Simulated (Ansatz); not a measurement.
Relaxation of BBrH$_{4}$ (6 atoms, charge 0, multiplicity 1), to a largest force component of 0.03 eV/Å in at most 50 steps.

All numbers below come from RKS PBE/def2-TZVP in Ansatz.

```xyz
6
Properties=species:S:1:pos:R:3
B -0.004 0.251 0.000
H -0.001 0.437 1.184
H 1.038 0.227 -0.589
H -1.051 0.147 -0.571
Br 0.103 -2.782 1.122
H 0.052 -1.365 1.642
```

**Question.** Where does it end, and by what steps?

**Answer.** It converged. After 6 steps the energy has fallen by 0.120 eV; Br5 moved furthest, 0.46 Å.

```tsv
step	energy less start (eV)	largest force component (eV/Å)	accepted
0	0.0000	1.264	yes
1	-0.0718	0.152	yes
2	-0.0984	0.450	yes
3	-0.1151	0.237	yes
4	-0.1103	0.435	no
5	-0.1195	0.050	yes
6	-0.1196	0.012	yes
```

```xyz
6
Properties=species:S:1:pos:R:3
B 0.001 0.043 0.085
H -0.005 0.440 1.239
H 1.050 0.046 -0.491
H -1.052 -0.025 -0.478
Br 0.089 -2.421 0.835
H 0.052 -1.168 1.599
```

Whether the end is a true minimum wasn't checked by a vibrational analysis.

Time of the run: 12 s on 2 threads of Intel(R) Xeon(R) Platinum 8259CL CPU @ 2.50GHz (Skylake/Cascade Lake), on a shared host, peak memory 0.16 GiB.
